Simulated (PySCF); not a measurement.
# Excitation energy of Nb²⁺ by level of theory

Nb²⁺ [Kr] 4d3 (4F) → Nb²⁺ [Kr] 4d2 5s1 (4F), as a difference of total energies. Computed with PySCF 2.14 in ANO-RCC-VTZP, with scalar relativity by spin-free X2C-1e. Correlated levels: valence: [Kr] frozen. The calculations carry no spin-orbit coupling.

```tsv
method	excitation energy (eV)
UHF	3.251
MP2 (valence)	3.342
SCS-MP2 (valence)	3.281
CCSD (valence)	3.343
CCSD(T) (valence)	3.342
```

Question: How much does correlation contribute at CCSD(T) (valence)?

Answer: 3.342 − (3.251) = 0.091 eV, measured against UHF.

A first-order spin-orbit estimate (lowest level to lowest level, LS coupling) adds -0.014 eV.

The basis was made for the ground configuration and has no added diffuse functions, so the excitation energy can come out too high.
